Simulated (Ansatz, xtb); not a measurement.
# Relative energy of two structures of FNaSSi

Structure I: a singlet given by its coordinates. Structure II: a singlet given by its coordinates. Both are isolated molecules in the gas phase, relaxed with r2SCAN-D4/def2-TZVP.

I (Å):

```xyz
4

F    -0.3976   -0.0135    0.7217
Na    0.1342   -1.3219   -0.9263
S     1.0695    2.6299    1.3391
Si    0.8918    1.0320    0.2091
```

Close contacts (Å): F1–Na2 2.17, F1–Si4 1.74, Na2–Si4 2.72, S3–Si4 1.97.

II (Å):

```xyz
4

F    -2.6878    2.8515    3.9289
Na    0.3313    0.1422    2.1852
S    -0.0768    1.4289    4.4062
Si   -1.6568    1.8534    3.1763
```

Close contacts (Å): F1–Si4 1.62, Na2–S3 2.60, Na2–Si4 2.80, S3–Si4 2.05.

**Question.** Estimate which is lower in electronic energy at CCSD(T)/def2-TZVPP, and by roughly how much.

**Answer.** The CCSD(T)/def2-TZVPP calculation puts structure II lower, by 41.4 kJ/mol.

Level by level:

| level | geometry | E(II) − E(I) (kJ/mol) | departure from the last row (kJ/mol) | job, with rough time for the two |
| --- | --- | --- | --- | --- |
| GFN2-xTB | GFN2-xTB | −8.5 | +32.9 | optimisation, 0.21 s |
| HF/STO-3G | GFN2-xTB | −33.2 | +8.2 | single point, 0.24 s |
| r2SCAN-D4/def2-SVP | GFN2-xTB | −31.6 | +9.8 | single point, 2.3 s |
| r2SCAN-D4/def2-TZVP | r2SCAN-D4/def2-TZVP | −39.4 | +2.0 | optimisation, 35 s |
| HF/def2-TZVPP | r2SCAN-D4/def2-TZVP | −49.8 | −8.5 | part of the CCSD(T) run |
| MP2/def2-TZVPP | r2SCAN-D4/def2-TZVP | −41.0 | +0.4 | part of the CCSD(T) run |
| CCSD(T)/def2-TZVPP | r2SCAN-D4/def2-TZVP | −41.4 |  | single point, 50 s |

None of the levels shown reverses the order. The largest departure from CCSD(T)/def2-TZVPP is that of GFN2-xTB, 32.9 kJ/mol.

With harmonic frequencies from r2SCAN-D4/def2-TZVP (ideal gas, rigid rotor, one conformer each, 298.15 K, 1 atm): on the last row, ΔE + ΔZPE = −40.6, ΔH = −40.7, ΔG = −41.0 kJ/mol.

The correlated steps freeze 12 core orbitals; the last core shell of Na is correlated, in a basis made for valence electrons. Run with Ansatz 0.2.0, xtb 6.7.1; the last row on 2 threads of Arm Neoverse V1 on a shared host.
